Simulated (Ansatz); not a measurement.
Species: HBr, charge 1, doublet. HBr+ (parent SMILES Br, doublet).
B3LYP-D3(BJ)/def2-TZVP minimum from Ansatz (an electronic-structure program):
```
Br
H 1 1.4597
```
Charge +1, spin multiplicity 2.

Total energies in aug-cc-pVTZ, 7 correlated electrons, 14 frozen orbitals. Open shells are spin-unrestricted; no spin-orbit coupling. Cores are frozen in correlated methods (noble-gas shells, and filled d and f shells in the p block). No relativity. Spin-orbit terms, left out, reach several kcal/mol for Br and I, and more for heavier atoms. The spin of HBr+ (parent SMILES Br, doublet) was assumed, and the state is the lowest solution found for it.

```tsv
method	program	energy (Eh)	minus CCSDT(Q) (mEh)
HF	Ansatz	-2572.65646	168.25
MP2	Ansatz	-2572.79679	27.92
CCSD	Ansatz	-2572.81889	5.82
CCSD(T)	Ansatz	-2572.82391	0.80
CCSDT(Q)	Ansatz	-2572.82471	0.00
```

Rough core times of Ansatz's runs on a shared machine: CCSD(T) under 20 s, CCSDT(Q) 2 min.
